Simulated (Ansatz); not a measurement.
Si₂W₂, relaxed as a singlet with RKS PBE0-D4/def2-SVP in Ansatz, starting from the GFN1-xTB geometry. Force threshold 0.02 eV/Å.

In the def2 sets W takes a core potential; there is no spin–orbit coupling. The restricted singlet is unstable towards broken spin symmetry at other levels; at PBE0-D4/def2-SVP this wasn't settled. Another isomer (singlet) lies 6.58 eV lower at PBE0-D4/def2-TZVP; other spin states weren't run for this one.

Start:

Cartesian coordinates in Å:
```
W 0.5075 0.2318 1.8129
W -2.2008 0.0558 -2.1674
Si 2.4482 -0.3978 0.6133
Si -0.7549 0.1103 -0.2588
```

```tsv
step	energy (eV)	largest force component (eV/Å)	SCF passes
1	-19384.0473	2.457	198
2	-19384.6437	1.194	99
3	-19384.8261	0.320	94
4	-19384.8848	0.408	152
5	-19384.9125	0.085	153
6	-19384.9140	0.017	149
```

Force components are those of the run's own axes.

End:

Cartesian coordinates in Å:
```
W 0.504 0.247 1.890
W -1.780 -0.005 -2.023
Si 1.889 -0.350 0.242
Si -0.613 0.108 -0.109
```

Bonds formed: Si3–Si4 (atoms count from 1).

No frequencies were taken in this run, so the end may be a saddle point.

Hardware: 4 threads of Arm Neoverse V1 on a shared host. Wall time 31 s.
